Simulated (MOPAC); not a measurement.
Job for MOPAC: AM1 on CH6BN (SMILES BNC), a point of a bond scan (R = 1.211 Å).

```
AM1 1SCF PRECISE CHARGE=0 THREADS=1
CH6BN

B     -0.17377685 1     0.16935935 1     1.35984899 1
H     -1.04662609 1     0.51554608 1     2.09587791 1
H      0.90496525 1    -0.15002550 1     1.76046960 1
N     -0.42136335 1     0.13750334 1    -0.00246435 1
C      0.50465876 1    -0.25211116 1    -1.05318898 1
H     -1.51413736 1     0.46068747 1    -0.41258679 1
H      0.67789059 1     0.56736518 1    -1.75577805 1
H      0.12956168 1    -1.11043727 1    -1.61689155 1
H      1.45669201 1    -0.52592512 1    -0.60230554 1
```

Program output:

```
*******************************************************************************
 **                                                                           **
 **                              MOPAC v23.2.5                                **
 **                                                                           **
 *******************************************************************************
 ** MOPAC's Digital Object Identifier: https://doi.org/10.5281/zenodo.6511958 **
 **                                                                           **
 ** Please cite the open-source release paper for use of this MOPAC version:  **
 ** J. E. Moussa and J. J. P. Stewart (2026)                                  **
 ** MOPAC: An open-source semiempirical molecular orbital program             **
 ** J. Open Source Softw., 11(119), 8025, https://doi.org/10.21105/joss.08025 **
 *******************************************************************************

                              AM1 CALCULATION RESULTS

 *******************************************************************************
 *  AM1        - The AM1 Hamiltonian to be used
 *
 *
 *
 *                 CHARGE ON SYSTEM = 0
 *
 *
 *
 *  PRECISE    - TIGHTER CRITERIA TO BE USED
 *  1SCF       - DO 1 SCF AND THEN STOP
 *  THREADS=1  - MULTI-THREADING NOT USED
 *  T=         - A TIME OF 172800.0 SECONDS REQUESTED
 *  DUMP=N     - RESTART FILE WRITTEN EVERY 7200.0 SECONDS REQUESTED
 *******************************************************************************
AM1 1SCF PRECISE CHARGE=0 THREADS=1
 CH6BN

   ATOM   CHEMICAL          X               Y               Z
  NUMBER   SYMBOL      (ANGSTROMS)     (ANGSTROMS)     (ANGSTROMS)

     1       B         -0.17377685  *   0.16935935  *   1.35984899  *
     2       H         -1.04662609  *   0.51554608  *   2.09587791  *
     3       H          0.90496525  *  -0.15002550  *   1.76046960  *
     4       N         -0.42136335  *   0.13750334  *  -0.00246435  *
     5       C          0.50465876  *  -0.25211116  *  -1.05318898  *
     6       H         -1.51413736  *   0.46068747  *  -0.41258679  *
     7       H          0.67789059  *   0.56736518  *  -1.75577805  *
     8       H          0.12956168  *  -1.11043727  *  -1.61689155  *
     9       H          1.45669201  *  -0.52592512  *  -0.60230554  *



          CARTESIAN COORDINATES

    NO.       ATOM           X           Y           Z

     1         B         -0.1738      0.1694      1.3598
     2         H         -1.0466      0.5155      2.0959
     3         H          0.9050     -0.1500      1.7605
     4         N         -0.4214      0.1375     -0.0025
     5         C          0.5047     -0.2521     -1.0532
     6         H         -1.5141      0.4607     -0.4126
     7         H          0.6779      0.5674     -1.7558
     8         H          0.1296     -1.1104     -1.6169
     9         H          1.4567     -0.5259     -0.6023

  H: (AM1): M.J.S. DEWAR ET AL, J. AM. CHEM. SOC. 107 3902-3909 (1985)
  B: (AM1): M.J.S. DEWAR ET AL, ORGANOMETALLICS, 7, 513-521 (1988)
  C: (AM1): M.J.S. DEWAR ET AL, J. AM. CHEM. SOC. 107 3902-3909 (1985)
  N: (AM1): M.J.S. DEWAR ET AL, J. AM. CHEM. SOC. 107 3902-3909 (1985)

           Empirical Formula: C H6 N B  =     9 atoms



      MOLECULAR POINT GROUP   :   Cs


      RHF CALCULATION, NO. OF DOUBLY OCCUPIED LEVELS = 9


 -------------------------------------------------------------------------------
 AM1 1SCF PRECISE CHARGE=0 THREADS=1
 CH6BN



     1SCF WAS SPECIFIED, SO BFGS WAS NOT USED
     SCF FIELD WAS ACHIEVED


                              AM1 CALCULATION
                                                       MOPAC v23.2.5 Linux




          FINAL HEAT OF FORMATION =         -1.35323 KCAL/MOL =      -5.66193 KJ/MOL


          COSMO AREA              =         93.48 SQUARE ANGSTROMS
          COSMO VOLUME            =         75.54 CUBIC ANGSTROMS

          IONIZATION POTENTIAL    =         10.203831 EV
          HOMO LUMO ENERGIES (EV) =        -10.204  2.239
          NO. OF FILLED LEVELS    =          9
          MOLECULAR WEIGHT        =         42.8751         POINT GROUP:  Cs

          MOLECULAR DIMENSIONS (Angstroms)

            Atom       Atom       Distance
            H     7    H     2     4.22041
            H     6    H     3     3.15322
            H     8    H     7     1.72716


          SCF CALCULATIONS        =          1





   ATOM   CHEMICAL          X               Y               Z
  NUMBER   SYMBOL      (ANGSTROMS)     (ANGSTROMS)     (ANGSTROMS)

     1       B         -0.17377685  *   0.16935935  *   1.35984899  *
     2       H         -1.04662609  *   0.51554608  *   2.09587791  *
     3       H          0.90496525  *  -0.15002550  *   1.76046960  *
     4       N         -0.42136335  *   0.13750334  *  -0.00246435  *
     5       C          0.50465876  *  -0.25211116  *  -1.05318898  *
     6       H         -1.51413736  *   0.46068747  *  -0.41258679  *
     7       H          0.67789059  *   0.56736518  *  -1.75577805  *
     8       H          0.12956168  *  -1.11043727  *  -1.61689155  *
     9       H          1.45669201  *  -0.52592512  *  -0.60230554  *

                             CARTESIAN COORDINATES

   1    B       -0.173776850     0.169359350     1.359848990
   2    H       -1.046626090     0.515546080     2.095877910
   3    H        0.904965250    -0.150025500     1.760469600
   4    N       -0.421363350     0.137503340    -0.002464350
   5    C        0.504658760    -0.252111160    -1.053188980
   6    H       -1.514137360     0.460687470    -0.412586790
   7    H        0.677890590     0.567365180    -1.755778050
   8    H        0.129561680    -1.110437270    -1.616891550
   9    H        1.456692010    -0.525925120    -0.602305540


           Empirical Formula: C H6 N B  =     9 atoms



      MOLECULAR POINT GROUP   :   Cs


                  EIGENVALUES
 -35.04098 -26.63075 -20.06156 -16.32088 -14.71015 -14.34264 -12.53455 -10.81579
 -10.20383   2.23875   2.94520   3.65583   4.37043   4.50260   4.79365   4.89627
   6.83995   7.67121


              NET ATOMIC CHARGES AND DIPOLE CONTRIBUTIONS

  ATOM NO.   TYPE          CHARGE      No. of ELECS.   s-Pop       p-Pop
    1          B           0.123983        2.8760     1.21328     1.66274
    2          H          -0.039428        1.0394     1.03943
    3          H          -0.042259        1.0423     1.04226
    4          N          -0.394854        5.3949     1.51222     3.88263
    5          C          -0.070406        4.0704     1.21341     2.85700
    6          H           0.214907        0.7851     0.78509
    7          H           0.062072        0.9379     0.93793
    8          H           0.062072        0.9379     0.93793
    9          H           0.083912        0.9161     0.91609
 DIPOLE           X         Y         Z       TOTAL
 POINT-CHG.    -0.196    -0.040    -1.258     1.274
 HYBRID        -0.208     0.033    -0.421     0.470
 SUM           -0.403    -0.007    -1.679     1.726


          ATOMIC ORBITAL ELECTRON POPULATIONS

     Atom    s        px        py        pz
    1  B   1.21328   0.69917   0.33234   0.63122
    2  H   1.03943
    3  H   1.04226
    4  N   1.51222   1.13315   1.63126   1.11822
    5  C   1.21341   0.94613   0.99012   0.92075
    6  H   0.78509
    7  H   0.93793
    8  H   0.93793
    9  H   0.91609

 **********************
 *                    *
 * JOB ENDED NORMALLY *
 *                    *
 **********************




 == MOPAC DONE ==
```

The run finished.

Cost: roughly 0.03 core-seconds.
